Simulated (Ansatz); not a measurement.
B(Cl)(Et)(NH2) (C₂H₇BClN), SMILES CCB(N)Cl.

Coordinates come from a PBE-D3(BJ)/def2-SVP optimisation. The structure was generated by enumeration, and PubChem lists no compound with its InChIKey, so it may never have been made. Other conformers were not sampled.

Two levels are set side by side: PBE/def2-SVPD (Ansatz, an electronic-structure program) and PBE0/def2-SVPD (Ansatz). Energy differences of separate SCF runs at the same geometry; the states with an electron removed or added have multiplicity 2 and 2. Differences are taken from unrounded values.

| quantity | PBE0 |
|---|---|
| vertical ionisation energy (eV) | 10.40 |
| vertical singlet–triplet gap (eV) | 6.44 |

**Question.** What does PBE give, and how far is it from PBE0? (An estimate is asked for; the answer gives what the named calculation found.)

**Answer.** 
```
quantity                            PBE  PBE minus PBE0
---------------------------------  ----  --------------
vertical ionisation energy (eV)    9.94           -0.46
vertical singlet–triplet gap (eV)  6.15           -0.30
```
